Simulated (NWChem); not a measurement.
Molecule: ZnH2; SMILES [ZnH2]

```xyz
3

Zn     0.0000     0.0000     0.0000
H      0.0000     0.0000    -1.5501
H      0.0000     0.0000     1.5501
```
Atoms are numbered in this order, from 1.

Level: PBE0/def2-SVP (NWChem), optimised geometry, unscaled harmonic frequencies. 

Problem. List the harmonic frequencies with IR intensities, and the thermochemistry.

Solution. 
| frequency (cm⁻¹) | IR intensity (km/mol) |
|---|---|
| 635 | 211.0 |
| 635 | 211.0 |
| 1852 | 334.2 |
| 1856 | 0.0 |

```yaml
zero_point_energy: 7.1 kcal/mol
thermal correction to the enthalpy at 298.15 K (with zero-point energy): 9.4 kcal/mol
heat capacity Cv: 6.9 cal/(mol K)
entropy at 298.15 K and 1 atm (symmetry number 2): 48.0 cal/(mol K)
dipole_moment: 0.00 D
```

Rigid rotor and harmonic oscillator.
